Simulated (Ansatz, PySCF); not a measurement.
Al(Br)(Me)(OH) (CH4AlBrO), SMILES [Br][Al]([CH3])[OH]. Atoms are numbered in the order given.

```xyz
8

Al    -1.0235     0.0175     0.2874
Br     0.8600    -0.3999    -0.9167
C     -1.4250    -0.9595     1.9170
H     -1.5004    -2.0427     1.7211
H     -2.3751    -0.6210     2.3608
H     -0.6255    -0.8256     2.6656
O     -2.0967     1.2192    -0.2691
H     -1.9744     1.7481    -1.0665
```
Charge 0, spin multiplicity 1.

Coordinates come from a TPSSh-D3(BJ)/def2-SVP optimisation. The structure was generated by enumeration; whether it is a known compound was not checked. Other conformers were not sampled.

Two levels are set side by side: PBE-D3(BJ)/def2-SVP (Ansatz, a quantum-chemistry and plane-wave program) and TPSSh-D3(BJ)/def2-SVP (PySCF). Each level has its own optimised geometry; the coordinates shown are those of the second. Frequencies come from the Hessian of PySCF at each geometry. Differences are taken from unrounded values.

```tsv
quantity	TPSSh-D3(BJ)
mean bond length (Å)	1.456
bond Al1–Br2 (Å)	2.274
bond Al1–C3 (Å)	1.942
bond Al1–O7 (Å)	1.704
bond C3–H4 (Å)	1.103
bond C3–H5 (Å)	1.102
bond C3–H6 (Å)	1.103
bond O7–H8 (Å)	0.965
highest harmonic wavenumber (cm⁻¹)	3883
mean harmonic wavenumber (cm⁻¹)	1228
zero-point energy (kcal/mol)	31.59
```

**Question.** What does PBE-D3(BJ) give, and how far is it from TPSSh-D3(BJ)? (An estimate is asked for; the answer gives what the named calculation found.)

**Answer.** 
```
quantity                            PBE-D3(BJ)  PBE-D3(BJ) minus TPSSh-D3(BJ)
----------------------------------  ----------  -----------------------------
mean bond length (Å)                     1.463                          0.007
bond Al1–Br2 (Å)                         2.283                          0.009
bond Al1–C3 (Å)                          1.943                          0.001
bond Al1–O7 (Å)                          1.716                          0.011
bond C3–H4 (Å)                           1.110                          0.006
bond C3–H5 (Å)                           1.108                          0.006
bond C3–H6 (Å)                           1.110                          0.006
bond O7–H8 (Å)                           0.970                          0.006
highest harmonic wavenumber (cm⁻¹)        3807                            -75
mean harmonic wavenumber (cm⁻¹)           1199                            -28
zero-point energy (kcal/mol)             30.85                          -0.73
```

Exact exchange shortens and stiffens bonds; PBE has none. Differences between two approximate levels are no errors against the true value.
